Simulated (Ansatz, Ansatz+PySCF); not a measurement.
```xyz
8

C     0.0200   -0.0446   -0.4311
C    -0.0087    1.2566    0.1547
C    -0.0216   -1.2571    0.1601
H    -0.0208    0.0168   -1.5811
H     0.0250    2.1212   -0.3745
H     0.0076    1.2556    1.3124
H     0.0086   -2.1999   -0.3353
H    -0.0088   -1.2545    1.2658
```

Basis set: def2-SVP (spherical functions). Left uncorrelated: 3 orbitals. Correlation on ROHF uses semicanonical orbitals with singles. Charge 0, multiplicity 2.

Computed with Ansatz (development build ahead of 0.2.0); each method stands on the lowest determinant of its kind that the runs found. Restricted functionals stand beside restricted open-shell atoms, which can lie above the unrestricted atoms usual in DFT and then raise those values.

The atomization energy at this shape (free ground-state atoms in the same class of orbitals less the molecule, no zero-point energy) of doublet C3H5:

```json
{"method": "ωB97X (unrestricted)", "atomization energy": "3185.2 kJ/mol"}
{"method": "ωB97X (restricted open-shell)", "atomization energy": "3189.3 kJ/mol"}
{"method": "r²SCAN (unrestricted)", "atomization energy": "3217.4 kJ/mol"}
{"method": "r²SCAN (restricted open-shell)", "atomization energy": "3224.1 kJ/mol"}
{"method": "PBE0 (unrestricted)", "atomization energy": "3223.6 kJ/mol"}
{"method": "PBE (unrestricted)", "atomization energy": "3267.1 kJ/mol"}
{"method": "PBE (restricted open-shell)", "atomization energy": "3270.9 kJ/mol"}
{"method": "ROHF-CCSD(T)", "atomization energy": "3048.5 kJ/mol"}
{"method": "ROHF-MP2", "atomization energy": "3057.0 kJ/mol"}
{"method": "UHF-MP2", "atomization energy": "3039.1 kJ/mol"}
{"method": "UHF", "atomization energy": "2462.6 kJ/mol"}
```

(1) What does ROHF give?

Results:

(1) 2441.0 kJ/mol. Caution: the shape is not the minimum. Caution for UHF-MP2, UHF: the unrestricted determinant is spin contaminated.
